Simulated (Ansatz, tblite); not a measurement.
Cost and result up the ladder for BPH₃F₃ (relaxed from a model of B(PH3)F3, whose bonding it doesn't keep) (8 atoms). The state is a singlet with charge 0. Geometry: PBE-D4/def2-SVP.

Cartesian coordinates in Å:
```
B -0.341 -0.358 1.546
P 0.242 0.250 -1.083
H -0.769 0.202 -2.100
H 1.214 -0.490 -1.836
H 0.742 1.540 -1.464
F -0.720 -1.609 1.282
F -1.266 0.594 1.669
F 0.897 -0.129 1.985
```

Ansatz on 4 threads of Arm Neoverse V1 on a shared host; xTB runs through tblite on one thread. Times are rough, summed over both states, and most runs start from the orbitals of an earlier one. PBE0-D4/def2-TZVP serves as the yardstick here, not as an exact answer. The other state is a doublet.

The xTB rows come from tblite. In the singlet geometry the species has come apart into loosely held pieces. In the doublet geometry the species has come apart into loosely held pieces.

Raw xTB energies of ions are shifted by several eV.

```csv
level,functions,wall time,vertical IE (eV),difference from PBE0-D4/def2-TZVP (eV)
GFN2-xTB,28,0.006 s,15.10,4.13
GFN1-xTB,31,0.012 s,16.40,5.42
PBE-D4/def2-TZVP,179,4.1 s,10.82,-0.16
PBE0-D4/def2-TZVP,179,4.9 s,10.98,0.00
r2SCAN-D4/def2-TZVP,179,8.8 s,10.85,-0.12
```
